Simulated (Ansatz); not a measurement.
```xyz
9

N     1.481    0.214    0.025
C     0.124    0.257    0.354
F    -0.174    1.193    1.326
O    -0.407   -1.000    0.725
Si   -1.230   -0.451   -0.634
H     2.039   -0.072    0.824
H     1.807    1.108   -0.315
H    -2.635   -0.049   -0.417
H    -1.004   -1.200   -1.888
```

Total charge 0; spin multiplicity 1.

Task: List the ωB97M-V/def2-TZVPP orbital energies in eV (Ansatz 0.2.0). (Best estimate.)

Result: Ansatz gave: Occupied: -1807.90, -677.24, -526.42, -394.72, -285.39, -148.95, -103.10, -103.04, -103.02, -36.42, -31.92, -27.89, -20.24, -18.57, -17.50, -16.83, -16.19, -14.90, -14.03, -13.31, -13.17, -11.44, -10.66, -9.71. Lowest empty: 0.91, 2.43, 2.77, 2.98, 4.12, 4.43, 5.56, 5.63.
